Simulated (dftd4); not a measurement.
Cl4Zr, singlet, geometry from GFN2-xTB (such geometries of metal compounds can be far from the true shape); dftd4 4.2.0 with D4 for b3lyp.

Here is a job for dftd4.
```
$ dftd4 mol.xyz --func b3lyp --charge 0 --json dftd4.json --noedisp --property

# file mol.xyz
5

Zr    -0.00000000     0.00000000     0.00000000
Cl     1.79919529    -0.56519177    -1.22978742
Cl     0.64651622     0.46587134     2.10568355
Cl    -0.98544887     1.81277582    -0.90092002
Cl    -1.46026264    -1.71345538     0.02502389
```

It wrote (shortened):

```
                    ____  _____ _____     ____  _  _
      -------------|  _ \|  ___|_   _|---|  _ \| || |------------
     |             | | | | |_    | | ___ | | | | || |_           |
     |             | |_| |  _|   | ||___|| |_| |__   _|          |
     |             |____/|_|     |_|     |____/   |_|            |
     |             ===================================           |
     |            E. Caldeweyher, S. Ehlert & S. Grimme          |
     |          Mulliken Center for Theoretical Chemistry        |
     |                    University of Bonn                     |
      -----------------------------------------------------------

Rational (Becke-Johnson) damping: b3lyp-D4-ATM
---------------------
  s6         1.0000
  s8         2.0293
  s9         1.0000
  a1         0.4087
  a2         4.5381
 alp        16.0000
--------------------

Atomic data, radii in Ångström:
------------------------------------------------------
   Z          R(cov)      r4/r2   hardness         EN
------------------------------------------------------
  40 Zr       1.8533     3.9341     0.2006     1.3300
  17 Cl       1.3200     1.9735     0.4312     3.1600
------------------------------------------------------

Atomic reference systems (in atomic units):
----------------------------------------------------------------------------
   Z        #      CN     q+Z       C6(AA)   #      CN     q+Z       C6(AA)
----------------------------------------------------------------------------
  40 Zr     1  0.0000 12.0000    1885.6847   2  1.6626 12.3466     468.7409
            3  3.3599 12.5655     317.8860   4  6.0930 12.9430     128.3857
  17 Cl     1  0.0000 17.0000      92.6806   2  0.8444 16.8495     101.8771
----------------------------------------------------------------------------

Atomic properties (in atomic units):
----------------------------------------------------------------------------
     #    Z              CN          q      C6(AA)        C8(AA)   alpha(0)
----------------------------------------------------------------------------
     1   40 Zr       2.9398     1.1057    287.6306    47692.2742    35.1333
     2   17 Cl       0.7350    -0.2764    105.7002     4410.1905    15.7136
     3   17 Cl       0.7350    -0.2764    105.7002     4410.1905    15.7136
     4   17 Cl       0.7350    -0.2764    105.7002     4410.1905    15.7136
     5   17 Cl       0.7350    -0.2764    105.7002     4410.1905    15.7136
----------------------------------------------------------------------------

Molecular properties (in atomic units):
----------------------------------------
 molecular C6                3325.0112
 molecular C8              230224.7008
----------------------------------------

Dispersion energy:      -1.4099267814287E-02 Eh

[Info] JSON dump of results written to 'dftd4.json'
```
